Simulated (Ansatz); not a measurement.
Basis sets compared for `FC(F)(F)c1ccc(-c2ccc(-c3ccc(C(F)(F)F)o3)o2)o1`. Total charge 0; singlet. Geometry r2SCAN-D4/def2-SVP. Ansatz on 2 threads of AMD EPYC 7R13 on a shared host and a share (18 GiB) of an NVIDIA H100 80GB HBM3; times are rough, and most runs start from earlier orbitals.

Cartesian coordinates in Å:
```
F -3.4847 -2.2420 3.1577
C -4.1816 -2.1501 2.0122
F -5.4874 -2.2046 2.3126
F -3.8742 -3.2365 1.2833
C -3.8922 -0.8880 1.2826
C -4.6865 0.1584 0.8932
C -3.8243 1.0735 0.2278
C -2.5615 0.5107 0.2631
C -1.2912 0.9490 -0.2346
C -0.8966 2.0840 -0.9190
C 0.4978 1.9543 -1.1407
C 0.8657 0.7476 -0.5769
C 2.1147 0.0590 -0.4722
C 2.4819 -1.1475 0.0903
C 3.8823 -1.2766 -0.1331
C 4.2609 -0.1475 -0.8102
C 5.5713 0.3217 -1.3308
F 5.5481 0.5061 -2.6622
F 5.9405 1.4934 -0.7849
F 6.5176 -0.5857 -1.0512
O 3.1992 0.6701 -1.0224
O -0.2185 0.1372 -0.0274
O -2.6055 -0.6862 0.9075
H -5.7565 0.2530 1.0665
H -4.0930 2.0270 -0.2224
H -1.5396 2.9082 -1.2222
H 1.1625 2.6500 -1.6484
H 1.8166 -1.8433 0.5969
H 4.5342 -2.0953 0.1647
```

Single mean-field runs in def2-TZVP are fitted with def2-universal-jkfit.

Binding counts from free atoms (F doublet, C triplet, O triplet, H doublet) in the same basis, without a counterpoise term.

| level | functions | energy (Eh) | HOMO (eV) | LUMO (eV) | binding per atom (eV) | wall time |
| --- | --- | --- | --- | --- | --- | --- |
| PBE-D4/def2-SVP | 352 | -1359.4060 | -5.10 | -2.59 | 5.55 | 3 s |
| PBE0-D4/def2-SVP | 352 | -1359.4149 | -6.03 | -1.99 | 5.34 | 4.9 s |

**Question.** Estimate the rows for PBE-D4/def2-TZVP (with forces), PBE0-D4/def2-TZVP.

**Answer.** 
```
                         level  functions  energy (Eh)  HOMO (eV)  LUMO (eV)  binding per atom (eV)  wall time
PBE-D4/def2-TZVP (with forces)        749   -1360.9596      -5.17      -2.73                   5.42      5.5 s
             PBE0-D4/def2-TZVP        749   -1360.9656      -6.00      -2.06                   5.23      3.5 s
```
